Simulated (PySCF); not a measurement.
Molfile (atoms numbered from 1):
```
FH5N2Si
     RDKit          3D

  9  8  0  0  0  0  0  0  0  0999 V2000
   -1.4003    0.3878    0.4673 N   0  0  0  0  0  0  0  0  0  0  0  0
   -0.0632   -0.5562   -0.0098 Si  0  0  0  0  0  4  0  0  0  0  0  0
    1.3022    0.4742   -0.0704 N   0  0  0  0  0  0  0  0  0  0  0  0
   -0.1323   -1.1886   -1.5122 F   0  0  0  0  0  0  0  0  0  0  0  0
   -1.5854    1.2888    0.0421 H   0  0  0  0  0  0  0  0  0  0  0  0
   -2.2382   -0.0388    0.8431 H   0  0  0  0  0  0  0  0  0  0  0  0
   -0.0537   -1.7459    0.8848 H   0  0  0  0  0  0  0  0  0  0  0  0
    1.5455    1.0596    0.7189 H   0  0  0  0  0  0  0  0  0  0  0  0
    2.1131    0.2238   -0.6229 H   0  0  0  0  0  0  0  0  0  0  0  0
  1  2  1  0
  2  3  1  0
  2  4  1  0
  1  5  1  0
  1  6  1  0
  2  7  1  0
  3  8  1  0
  3  9  1  0
M  END
```

Geometry: PBE0-D3(BJ)/def2-SVP; GIAO shifts from PySCF, gas phase, non-relativistic, averaged over equivalent atoms.

At PBE0/def2-TZVP (160 basis functions, 8.5 s wall time on 1 thread of an Arm Neoverse V2, shared host):
| atoms | δ (ppm) |
| --- | --- |
| N1/N3 | 31.7 |
| Si2 | -37.0 |
| F4 | -133.1 |
| H7 | 5.15 |
| H5/H6/H8/H9 | 0.62 |

Scale: ¹⁵N (σref 265.93) against NH3; ²⁹Si (σref 331.56), ¹H (σref 31.48) against TMS; CFCl3 for ¹⁹F (σref 178.85) (reference shieldings calculated alike).

Predict the values at B3LYP/pcSseg-2 on the same geometry.

Results:


```tsv
atoms	δ at B3LYP/pcSseg-2	change
N1/N3	31.5	-0.2
Si2	-43.3	-6.3
F4	-142.8	-9.7
H7	4.95	-0.20
H5/H6/H8/H9	0.92	+0.30
```

Referencing at the same level of theory: ¹⁵N (σref 258.52) against NH3; ²⁹Si (σref 324.61), ¹H (σref 31.39) vs TMS; ¹⁹F (σref 169.74) against CFCl3.

The largest change is at F4 (fluorine bonded to Si). Cost: 221 basis functions, 15 s wall time on 1 thread of an Arm Neoverse V1, shared host.

Unscaled 19F shifts against computed CFCl3 carry errors that often reach 10 to 50 ppm. Experimental scales use liquid or dissolved standards, which lie at an offset from isolated NH3 (liquid NH3: subtract about 20 ppm).
